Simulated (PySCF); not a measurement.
# Two-component Hartree-Fock for Au(54+) (gold, charge +54)

Start: [Ar] 3d7; 3d3/2 filled at m_j = -3/2, -1/2, +1/2, +3/2; 3d5/2 filled at m_j = +1/2, +3/2, +5/2. Calculated with PySCF 2.14 in an uncontracted even-tempered set (15 s from 15 bohr⁻², ratio 2.8; 13 p from 20 bohr⁻², ratio 2.8; 8 d from 20 bohr⁻², ratio 2.8; 3 f from 69 bohr⁻², ratio 3): generalised Hartree-Fock with the X2C-1e Hamiltonian and a Gaussian nucleus; one run each with spin-orbit coupling (SO) switched off, then screened by Boettger's factors.

| spinor shell | electrons | ε, spin-free (eV) | ε, screened SO (eV) | weight of nominal j (screened SO) | rms radius, screened SO (bohr) |
| --- | --- | --- | --- | --- | --- |
| 1s1/2 | 2 | -84554.6 | -84520.6 | 1.000 | 0.0190 |
| 2s1/2 | 2 | -17764.6 | -17752.3 | 1.000 | 0.0766 |
| 2p1/2 | 2 | -15826.3 | -17163.2 | 1.000 | 0.0648 |
| 2p3/2 | 4 | -15826.3 | -15295.8 | 1.000 | 0.0726 |
| 3s1/2 | 2 | -6489.4 | -6485.7 | 1.000 | 0.190 |
| 3p1/2 | 2 | -5908.0 | -6240.7 | 1.000 | 0.182 |
| 3p3/2 | 4 | -5908.0 | -5773.0 | 1.000 | 0.197 |
| 3d3/2 | 4 | -5356.8 | -5409.9 | 0.995 | 0.169 |
| 3d5/2 | 3 | -5356.8 | -5314.9 | 0.996 | 0.173 |

| quantity | spin-free | screened SO |
| --- | --- | --- |
| E (hartree) | -16472.62619 | -16504.95674 |
| M_J | 9/2 | 9/2 |
| ⟨J²⟩ | 24.750 | 24.750 |
| ⟨L²⟩ | 12.000 | 16.191 |
| ⟨S²⟩ | 3.750 | 2.512 |

Each row is a mean over spinors that exchange with the open shell spreads, by up to 44.643 eV (3p3/2).

Breit and QED terms are absent; they matter most for the inner s and p1/2 levels.

Densities and radii are taken from the X2C orbitals without a picture-change correction, which distorts them close to the nucleus.

Without spin-orbit coupling the j labels of p, d and f shells carry no meaning; the spin-free column gives the mean over the occupied spinors of each nl shell.
